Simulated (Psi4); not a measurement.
H$_{3}$Cl$_{2}$GaN (SMILES [NH3]->[Ga+]([Cl])[Cl]), charge +1, singlet, at a GFN2-xTB geometry (such geometries of metal compounds can be far from the true shape), with bond 3-1 at 3.0 times its length; HF/3-21G (Psi4).

Here is a job for Psi4.
```
memory 2 GB

molecule {
1 1
  Ga    0.00064622    0.02878830    0.00937560
  Cl    1.41128155    0.96939965   -1.16019226
  Cl   -4.32971299    0.76299921    4.35520914
  N     0.04941118   -2.09223287   -0.50665912
  H    -0.47621186   -2.27939540   -1.36850992
  H    -0.36177471   -2.67601614    0.22996377
  H     1.00800585   -2.42111962   -0.66799016
}

set basis 3-21g
set stability_analysis check
set scf_type pk

energy('scf')
print_variables()
```

Predict the main parts of the log of this Psi4 run.


```
   => Loading Basis Set <=

    Name: 3-21G
    Role: ORBITAL
    Keyword: BASIS

         ---------------------------------------------------------
                                   SCF
               by Justin Turney, Rob Parrish, Andy Simmonett
                          and Daniel G. A. Smith
                              RHF Reference
         ---------------------------------------------------------

  ==> Geometry <==

    Molecular point group: c1
    Full point group: C1

    Geometry (in Angstrom), charge = 1, multiplicity = 1:

       Center              X                  Y                   Z               Mass
    ------------   -----------------  -----------------  -----------------  -----------------
         GA           0.649478804060    -0.136920434684    -0.654277935855    68.925573500000
         CL           2.060114134060     0.803690915316    -1.823845795855    34.968852682000
         CL          -3.680880405940     0.597290475316     3.691555604145    34.968852682000
         N            0.698243764060    -2.257941604684    -1.170312655855    14.003074004430
         H            0.172620724060    -2.445104134684    -2.032163455855     1.007825032230
         H            0.287057874060    -2.841724874684    -0.433689765855     1.007825032230
         H            1.656838434060    -2.586828354684    -1.331643695855     1.007825032230

  Running in c1 symmetry.

  Rotational constants: A =      0.13414  B =      0.01284  C =      0.01174 [cm^-1]
  Rotational constants: A =   4021.46226  B =    384.89943  C =    351.94665 [MHz]
  Nuclear repulsion =  320.142918756443009

  Charge       = 1
  Multiplicity = 1
  Electrons    = 74
  Nalpha       = 37
  Nbeta        = 37

  ==> Algorithm <==

  SCF Algorithm Type is PK.
  DIIS enabled.
  MOM disabled.
  Fractional occupation disabled.
  Guess Type is SAD.
  Energy threshold   = 1.00e-06
  Density threshold  = 1.00e-06
  Integral threshold = 1.00e-12

  ==> Primary Basis <==

  Basis Set: 3-21G
    Blend: 3-21G
    Number of shells: 35
    Number of basis functions: 64
    Number of Cartesian functions: 64
    Spherical Harmonics?: false
    Max angular momentum: 2

  ==> Integral Setup <==

  Using in-core PK algorithm.
   Calculation information:
      Number of atoms:                   7
      Number of AO shells:              35
      Number of primitives:             72
      Number of atomic orbitals:        64
      Number of basis functions:        64

      Integral cutoff                 1.00e-12
      Number of threads:                 1

  Performing in-core PK
  Using 4328480 doubles for integral storage.
  We computed 96004 shell quartets total.
  Whereas there are 198765 unique shell quartets.

  ==> DiskJK: Disk-Based J/K Matrices <==

    J tasked:                  Yes
    K tasked:                  Yes
    wK tasked:                  No
    Schwarz Cutoff:          1E-12

  Minimum eigenvalue in the overlap matrix is 1.9672149634E-02.
  Reciprocal condition number of the overlap matrix is 4.7179488754E-03.
    Using symmetric orthogonalization.

  ==> Pre-Iterations <==

  SCF Guess: Superposition of Atomic Densities via on-the-fly atomic UHF (no occupation information).

   -------------------------
    Irrep   Nso     Nmo
   -------------------------
     A         64      64
   -------------------------
    Total      64      64
   -------------------------

  ==> Iterations <==

                        Total Energy        Delta E     RMS |[F,P]|

   @RHF iter SAD: -2879.19772848161756   -2.87920e+03   0.00000e+00
   @RHF iter   1: -2883.30571757870439   -4.10799e+00   1.68219e-02 DIIS/ADIIS
   @RHF iter   2: -2879.19774660205167    4.10797e+00   2.99107e-02 DIIS/ADIIS
   @RHF iter   3: -2883.78154974240397   -4.58380e+00   5.53063e-03 DIIS/ADIIS
   @RHF iter   4: -2883.63055853711376    1.50991e-01   8.66127e-03 DIIS/ADIIS
   @RHF iter   5: -2883.76466881409806   -1.34110e-01   5.58768e-03 DIIS/ADIIS
[...]
   @RHF iter  69: -2883.98037782882739    1.08200e-03   4.09700e-04 DIIS/ADIIS
   @RHF iter  70: -2883.98164013886071   -1.26231e-03   1.09319e-04 DIIS/ADIIS
   @RHF iter  71: -2883.98156375423514    7.63846e-05   1.80172e-04 DIIS/ADIIS
   @RHF iter  72: -2883.98028845748559    1.27530e-03   4.32783e-04 DIIS/ADIIS
   @RHF iter  73: -2883.98126490518644   -9.76448e-04   1.98212e-04 DIIS/ADIIS
   @RHF iter  74: -2883.98111596581930    1.48939e-04   2.27970e-04 DIIS/ADIIS
   @RHF iter  75: -2883.98072564086033    3.90325e-04   3.75100e-04 DIIS/ADIIS
   @RHF iter  76: -2883.98082086008753   -9.52192e-05   3.30943e-04 DIIS/ADIIS
   @RHF iter  77: -2883.98133606154806   -5.15201e-04   2.26477e-04 DIIS/ADIIS
   @RHF iter  78: -2883.98112461593655    2.11446e-04   2.64108e-04 DIIS/ADIIS
   @RHF iter  79: -2883.98165729821358   -5.32682e-04   4.01540e-05 DIIS
   @RHF iter  80: -2883.98163823431514    1.90639e-05   4.84527e-05 DIIS
   @RHF iter  81: -2883.97647173310452    5.16650e-03   8.86850e-04 DIIS/ADIIS
   @RHF iter  82: -2883.97523362861875    1.23810e-03   9.95955e-04 DIIS/ADIIS
   @RHF iter  83: -2883.96686049420941    8.37313e-03   1.51420e-03 DIIS/ADIIS
   @RHF iter  84: -2883.94995646375310    1.69040e-02   2.15908e-03 DIIS/ADIIS
   @RHF iter  85: -2883.94196062347464    7.99584e-03   2.37986e-03 DIIS/ADIIS
   @RHF iter  86: -2883.93876245962610    3.19816e-03   2.44991e-03 DIIS/ADIIS
   @RHF iter  87: -2883.98165228925700   -4.28898e-02   6.24039e-05 DIIS
   @RHF iter  88: -2883.98080709695296    8.45192e-04   2.90933e-04 DIIS/ADIIS
   @RHF iter  89: -2883.98141296734093   -6.05870e-04   4.31314e-05 DIIS
   @RHF iter  90: -2883.97183159280257    9.58137e-03   1.22828e-03 DIIS/ADIIS
   @RHF iter  91: -2883.98146441809968   -9.63283e-03   4.76776e-05 DIIS
   @RHF iter  92: -2883.97990883112107    1.55559e-03   4.56391e-04 DIIS/ADIIS
   @RHF iter  93: -2883.97795569526170    1.95314e-03   7.22967e-04 DIIS/ADIIS
   @RHF iter  94: -2883.97991081673581   -1.95512e-03   4.54851e-04 DIIS/ADIIS
   @RHF iter  95: -2883.97864944546336    1.26137e-03   6.38574e-04 DIIS/ADIIS
   @RHF iter  96: -2883.97909769669513   -4.48251e-04   5.77266e-04 DIIS/ADIIS
   @RHF iter  97: -2883.97997263285879   -8.74936e-04   4.40538e-04 DIIS/ADIIS
   @RHF iter  98: -2883.97727772445842    2.69491e-03   7.93256e-04 DIIS/ADIIS
   @RHF iter  99: -2883.97750992706142   -2.32203e-04   7.70290e-04 DIIS/ADIIS
   @RHF iter 100: -2883.98135044318542   -3.84052e-03   8.16291e-05 DIIS

PsiException: Could not converge SCF iterations in 100 iterations.

  Failed to converge.

Traceback (most recent call last):
  File "psi4", line 375, in <module>
  File "<string>", line 29, in <module>
  File "site-packages/psi4/driver/driver.py", line 533, in energy
  File "site-packages/psi4/driver/procrouting/proc.py", line 2760, in run_scf
  File "site-packages/psi4/driver/procrouting/proc.py", line 2047, in scf_helper
  File "site-packages/psi4/driver/procrouting/scf_proc/scf_iterator.py", line 93, in scf_compute_energy
  File "site-packages/psi4/driver/procrouting/scf_proc/scf_iterator.py", line 86, in scf_compute_energy
  File "site-packages/psi4/driver/procrouting/scf_proc/scf_iterator.py", line 609, in scf_iterate

psi4.driver.p4util.exceptions.SCFConvergenceError: Could not converge SCF iterations in 100 iterations.

Printing out the relevant lines from the Psithon --> Python processed input file:
    """)
    core.IO.set_default_namespace("")
    core.set_global_option("BASIS", "3-21g")
    core.set_global_option("STABILITY_ANALYSIS", "check")
    core.set_global_option("SCF_TYPE", "pk")
--> energy('scf')
    print_variables()

!-------------------------------------------------------!
!                                                       !
!  Could not converge SCF iterations in 100 iterations. !
!                                                       !
!-------------------------------------------------------!
```

The run did not converge; its last values are not results.
